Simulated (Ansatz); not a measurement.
Species: sum formula WO2F, charge 1, multiplicity 1. 
Geometry from a B3LYP-D3(BJ)/def2-TZVP (Ansatz, a program for electronic structure) optimisation:
```
W
O 1 1.6790
O 1 1.6790 2 103.86
F 1 1.8189 2 105.96 3 111.42
```
Charge +1, spin multiplicity 1.

Basis-set convergence of Hartree-Fock and CCSD correlation energies (hartree) with Ansatz. Valence correlation only, unless marked. No spin-orbit coupling. Frozen are the shells of the preceding noble gas and the d and f shells that filled before the atom's block. Past Kr the def2 sets carry scalar-relativistic core potentials.

The Hartree-Fock reference is unstable (checked in the largest basis), which strains HF and MP2. The T1 diagnostic of CCSD in the largest basis is 0.030, which is high, so the coupled-cluster rows are less sure than usual.

| basis | functions | E(HF) | E(corr, CCSD) |
|---|---|---|---|
| def2-SVP | 74 | -315.03740 | -0.76792 |
| def2-TZVPP | 149 | (withheld) | (withheld) |

Some entries are withheld; supply them.


- def2-TZVPP, E(HF): -315.39543
- def2-TZVPP, E(corr, CCSD): -0.93460
